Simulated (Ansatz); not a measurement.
Harmonic frequencies (cm⁻¹) at PBE0-D4/def2-TZVP from Ansatz: 62, 125, 272, 368, 450, 559, 582, 684, 986, 1055, 1106, 1148, 1177, 1208, 1304, 1334, 1384, 1433, 1457, 1523, 3062, 3121, 3147, 3810.

Each molecule was computed in one conformer, which needn't be the lowest.

Q: Which molecule is it?
A. `C[SiH](Cl)[Al]([F])[Cl]`
B. `OC(F)OCF`
C. `OC(O)(F)CF`
D. `[BH2][SnH2][CH3]`

A: B.
